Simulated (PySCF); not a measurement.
Distorted geometries of [Eu(NO2)2]+

[Eu(NO2)2]+ (singlet in the valence; each metal's 4f electrons, 6 of them, lie in its core potential, out of spins and levels). PySCF 2.14.0, RKS BP86, Eu lcecp-1-SVP with ECP52, O def2-SVP, N def2-SVP; non-relativistic Hamiltonian with scalar-relativistic core potentials where named; density fitting; no spin-orbit coupling. Relaxed geometry:

```xyz
7

Eu    0.0000    0.0000    0.0000
O     0.7596    0.7596    2.0427
O    -0.7596   -0.7596    2.0427
N     0.0000    0.0000    2.7610
O     0.7596   -0.7596   -2.0427
O    -0.7596    0.7596   -2.0427
N     0.0000    0.0000   -2.7610
```

Question: Order these distorted geometries by energy above the relaxed one, lowest first.
A.
```xyz
7

Eu   -0.0099    0.1248    0.0200
O     0.8837    0.8071    2.0898
O    -0.8580   -0.8499    1.9354
N     0.0033   -0.0786    2.6340
O     0.6054   -0.6136   -1.8181
O    -0.7600    0.6340   -1.9775
N     0.1356   -0.0238   -2.8836
```
B.
```xyz
7

Eu    0.0204   -0.0962   -0.0400
O     0.8339    0.8468    2.0994
O    -0.8159   -0.7901    2.0372
N     0.0708    0.0198    2.7533
O     0.7336   -0.8018   -2.0963
O    -0.7825    0.7539   -2.1147
N    -0.0602    0.0677   -2.6389
```
C.
```xyz
7

Eu   -0.0151    0.0366    0.0160
O     0.7781    0.7409    2.0822
O    -0.7659   -0.7793    2.0848
N    -0.0050   -0.0012    2.7345
O     0.7879   -0.7356   -2.0856
O    -0.7728    0.7345   -2.0791
N    -0.0072    0.0041   -2.7527
```

Answer: C (0.19 eV), B (1.56 eV), A (3.07 eV).

Question: Which forces (eV/Å) act in the one that lies 1.56 eV up?

Answer: 
```
Eu    0.07   0.13   1.75
O    -1.92  -2.19  -0.56
O     2.40   2.04  -0.31
N    -0.39  -0.06  -0.42
O     0.11  -0.46   2.89
O    -6.76   6.12   7.44
N     6.48  -5.59 -10.78
```
Forces carry noise of the integration grid, about 0.01 to 0.03 eV/Å.

A frequency check found unstable modes (2, the lowest at -29 cm⁻¹), so the relaxed geometry is a saddle point, or these are noise. An lcecp potential fixes the number of 4f electrons, so in runs with it no electron can move into or out of that shell.
